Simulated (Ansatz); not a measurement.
A CCSD(T) single point on CH$_{7}$BFNOSi, SMILES `NC(F)([SiH3])BO`.

```yaml
crystal:
  periodic: [false, false, false]
  atoms:
    - {symbol: N, position_ang: [-1.676005, 0.008373, -0.081495]}
    - {symbol: C, position_ang: [-0.332248, 0.038262, 0.349983]}
    - {symbol: F, position_ang: [-0.217934, -0.045936, 1.772648]}
    - {symbol: Si, position_ang: [0.522476, -1.555482, -0.299526]}
    - {symbol: B, position_ang: [0.468860, 1.277155, -0.197780]}
    - {symbol: O, position_ang: [1.322133, 1.916442, 0.625919]}
    - {symbol: H, position_ang: [-2.207334, 0.832731, 0.163815]}
    - {symbol: H, position_ang: [-2.176110, -0.820563, 0.209694]}
    - {symbol: H, position_ang: [0.709837, -1.486986, -1.771209]}
    - {symbol: H, position_ang: [-0.388257, -2.683414, 0.034914]}
    - {symbol: H, position_ang: [1.837199, -1.741288, 0.361720]}
    - {symbol: H, position_ang: [0.355312, 1.598268, -1.349530]}
    - {symbol: H, position_ang: [1.802472, 2.627637, 0.195649]}
basis:
  gaussian: {orbitals: def2-TZVPP}
correlation: {method: ccsd_t}
```

```sh
$ ansatz run in.yaml --threads 2 --pin off --events-out ev --progress --plain --max-ram 22528MiB --backend cuda --devices 0, --max-vram 18GiB
```

Log, shortened:

```
Functional definition: HF
1775 factors; integrals over basis functions are off by at most 1.1e-3 eV
mean field evaluation 1: about -15899.2781 eV, gradient 4.7e1 eV
mean field evaluation 2: about -15899.5596 eV, gradient 4.7e1 eV
mean field evaluation 4: about -15904.4563 eV, gradient 4.7e0 eV
mean field evaluation 8: about -15904.5452 eV, gradient 3.5e-1 eV
mean field evaluation 16: about -15904.5458 eV, gradient 1.6e-6 eV
mean field -15904.54578475 eV, -584.4812771013 hartree, gradient 1.6e-6 eV, S^2 0.000000; 0 other end points of the search recorded, 0 dependent functions left out
10 core orbitals not correlated: weight in the atoms' cores, before any rotation towards them, 1.000 or more for the frozen orbitals, at most 0.000 for the correlated occupied ones
reference -15904.54578475 eV, -584.4812771013 hartree; 18, 18 occupied and 267, 267 virtual orbitals, 1775 factors
second order -29.81294265 eV of doubles, -0.00000000 eV of singles
cycle   1  -30.13203405 eV  change   -3.2e-1 eV  update   1.2e-1
cycle   2  -30.85224766 eV  change   -7.2e-1 eV  update   3.6e-2
cycle   3  -31.02860843 eV  change   -1.8e-1 eV  update   2.0e-2
cycle   4  -31.00961892 eV  change    1.9e-2 eV  update   5.1e-3
cycle   5  -31.00613040 eV  change    3.5e-3 eV  update   2.4e-3
cycle   6  -31.00752381 eV  change   -1.4e-3 eV  update   7.9e-4
cycle   7  -31.00712720 eV  change    4.0e-4 eV  update   2.8e-4
cycle   8  -31.00696860 eV  change    1.6e-4 eV  update   9.1e-5
cycle   9  -31.00701381 eV  change   -4.5e-5 eV  update   3.7e-5
cycle  10  -31.00703292 eV  change   -1.9e-5 eV  update   1.4e-5
perturbative correction -1.14094223 eV, -0.0419288537 hartree
Total energy: -15936.69375990 eV, -585.6626933973 hartree
```

It took 3.6 s on 2 threads of an AMD EPYC 7R13 on a shared host and a share of an NVIDIA H100 80 GB, with 0.86 GiB of host memory at the peak.

The correlation energy is -32.148 eV, 3.5 % of it from (T); the T1 diagnostic reads 0.0135.
